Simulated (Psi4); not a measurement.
CH2F (SMILES [CH2]F), doublet, at a GFN2-xTB geometry. Base run: BLYP/def2-SV(P) (Psi4 1.11).

Here is a job for Psi4.
```
memory 2 GB

molecule {
0 2
C     0.00052334    0.46021569    0.46078947
F    -0.00116407   -0.45465534   -0.50735425
H    -0.95081668    0.65452567    0.91257266
H     0.95815328    0.67607827    0.88887881
}

set {
  basis def2-sv(p)
  reference uks
}

energy('blyp')
print_variables()
```

The base run was repeated with changes; each row names its change, and settings that it needs were set with it.

| change | basis functions | E (Eh) | dipole (D) |
|---|---|---|---|
| base | 32 | -138.92517 | 1.08 |
| basis = STO-3G | 12 | -137.07782 | 0.28 |
| basis = 6-31G | 22 | -139.00286 | 1.29 |
| basis = 3-21G | 22 | -138.27131 | 1.03 |
| basis = 6-31G* | 34 | -139.03093 | 1.03 |
| basis = cc-pVDZ | 38 | -139.04028 | 1.01 |
| basis = 6-31+G* | 42 | -139.04926 | 1.29 |
| basis = 6-311G** | 48 | -139.08210 | 1.16 |
| basis = aug-pcseg-1 | 64 | -139.02637 | 1.15 |
| basis = def2-TZVPP | 90 | -139.10760 | 1.16 |
| basis = def2-TZVPD | 95 | -139.10847 | 1.14 |
| basis = aug-cc-pVTZ | 138 | -139.10389 | 1.14 |
| basis = def2-QZVPP | 174 | -139.11751 | 1.16 |

Totals compare only among sets that treat the same electrons; sets with core potentials leave the core out.

Open shells are given as the SCF converged; they aren't shown to be the lowest states, and a large step between rows can be another state.
